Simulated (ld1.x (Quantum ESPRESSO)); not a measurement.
Ranking TM potentials for bromine (Br)

All share these settings but for the change named:

Br, norm-conserving Troullier–Martins (Kleinman–Bylander form), made with ld1.x (Quantum ESPRESSO) 7.5 (PBE, scalar-relativistic). Core [Ar] 3d10, reference 4s1.5 4p5.5. Waves: 4s (bound): rc 1.25 bohr; 4p (bound): rc 1.65 bohr; 4d channel at 0.05 Ry: rc 1.70 bohr. Local part: the d channel. Core correction: a·sin(br)/r model core inside 1.15 bohr.

Test errors are all-electron minus pseudo excitation energies from the reference, over 4s2 4p5; 4s2 4p4; 4s2 4p3; 4s2 4p2; 4s1 4p6; 4s1 4p5; 4s2 4p4.5. None of these files shows a bound ghost.

The base gives 88.0 meV.

Of 8 variants that were run, those that failed, showed a ghost or another fault, or gave nearly equal values are left out.

A variant can come out equal or close to the base, since the largest error may sit in a test that the change hardly touches while other tests move.

Problem. Rank these variants by their largest absolute test error, smallest first.
A. wave 4d channel at 0.05 Ry: rc 1.70 bohr becomes 4d channel at 1.58 Ry: rc 1.70 bohr
B. wave 4d channel at 0.05 Ry: rc 1.70 bohr becomes 4d channel at -0.16 Ry: rc 1.70 bohr
C. wave 4d channel at 0.05 Ry: rc 1.70 bohr becomes 4d channel at 5.1 Ry: rc 1.70 bohr
D. wave 4d channel at 0.05 Ry: rc 1.70 bohr becomes 4d channel at 2.85 Ry: rc 1.70 bohr

Solution. C (4.4 meV), D (65.1 meV), A (76.5 meV), B (89.1 meV).
